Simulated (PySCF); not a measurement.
Species: C3H9FSi2.
SMILES: `F[SiH2][SiH2]C1CC1`

Vertical excitations from PySCF (density fitting, frozen core in the response, grid level 2 and gas phase unless stated; continuum runs use non-equilibrium linear response for the excitations) on a GFN2-xTB geometry. Reference run:

```csv
settings,"S1, eV (f)","S2, eV (f)","S3, eV (f)","S4, eV (f)","S5, eV (f)","S6, eV (f)","T1, eV (Tamm–Dancoff)",mean α (au)
"PBE0/def2-SVPD, full TDDFT, 6 singlets",6.39 (0.018),6.57 (0.002),6.80 (0.009),7.06 (0.010),7.16 (0.026),7.23 (0.034),5.58,87.3
```

Question: What do these settings give: LDA/6-31G*, grid level 3, TDA, 1 singlet?

Answer: 
```csv
settings,"S1, eV (f)","S2, eV (f)","S3, eV (f)","S4, eV (f)","S5, eV (f)","S6, eV (f)","T1, eV (Tamm–Dancoff)",mean α (au)
"LDA/6-31G*, grid level 3, TDA, 1 singlet",5.55 (0.001),–,–,–,–,–,5.38,76.7
```

S1 moves by -0.84 eV; functional, basis and response scheme change together, so the shift can't be laid on one. States are counted by energy in each run and needn't keep their character from row to row.

All basis functions are spherical, in the Pople sets too.

Question: Give the leading configurations of S1 (H = HOMO, L = LUMO) and the HOMO–LUMO gap of each run.

Answer: 
| settings | S1 configurations (weight) | S1 (eV) | orbital gap (eV) | S1 − gap (eV) |
| --- | --- | --- | --- | --- |
| PBE0/def2-SVPD, full TDDFT, 6 singlets | H−1→L 0.84, H→L 0.10 | 6.39 | 7.65 | -1.26 |
| LDA/6-31G*, grid level 3, TDA, 1 singlet | H→L 0.97 | 5.55 | 5.50 | +0.05 |

Shape of the structure used: `[F:1][SiH2:2][SiH2:3][CH:4]1[CH2:5][CH2:6]1`: F1–Si2–Si3–C4 -74°, Si2–Si3–C4–C5 34°.

One conformer stands for the species.
